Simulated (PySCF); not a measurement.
# Ionisation energy of Sn³⁵⁺ by level of theory

Sn³⁵⁺ [Ne] 3s2 3p3 (4S) → Sn³⁶⁺ [Ne] 3s2 3p2 (3P), as a difference of total energies. Computed with PySCF 2.14 in an even-tempered Gaussian basis (16 s from 5.9 bohr⁻², ratio 2.5; 10 p from 7.7 bohr⁻², ratio 2.5; 4 d from 32 bohr⁻², ratio 2.7; 4 f from 48 bohr⁻², ratio 2.7), with no relativity, point nucleus. Correlated levels: outer shells: 1s2 frozen; virtual orbitals above 40 to 60 times the deepest correlated orbital energy dropped. The calculations carry no spin-orbit coupling.

| method | ionisation energy (eV) |
| --- | --- |
| UHF | 2302.6 |
| LDA | 2303.2 |
| PBE | 2303.6 |
| r2SCAN | 2304.4 |
| PW91 | 2304.0 |
| BHandHLYP | 2303.8 |
| MP2 (outer shells) | 2302.9 |

Problem. Estimate what PBE0 gives.

Solution. 2303.7 eV, closest to BHandHLYP among the rows shown.

Problem. Estimate what SCS-MP2 (outer shells) gives.

Solution. 2302.6 eV, closest to UHF among the rows shown.

Spin-orbit coupling is strong in these open shells (close to jj coupling). The scalar numbers leave it out and a first-order estimate fails, so it can dominate the gap to the real levels.

All relativistic terms are absent from these numbers, so their closeness to the reference says little about the methods.

For comparison: 2326 ± 9 eV (semi-empirical (NIST evaluation); NIST Atomic Spectra Database, ionization energies).
